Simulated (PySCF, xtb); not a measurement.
Si(H)2(Et)(NH2) (C2H9NSi), SMILES [SiH2](N)CC.

GFN2-xTB (xtb) at its own geometry gives an orbital gap of 6.14 eV and a dipole moment of 1.26 D.

The structure is a stationary point at r2SCAN-D4/def2-SVP. The values are those of a single conformer.

Question: What does PBE0/def2-TZVP (PySCF) give? (An estimate is asked for; the answer gives what the named calculation found.)

Answer: gap 7.82 eV (levels -7.24 and 0.58 eV), dipole 0.90 D.
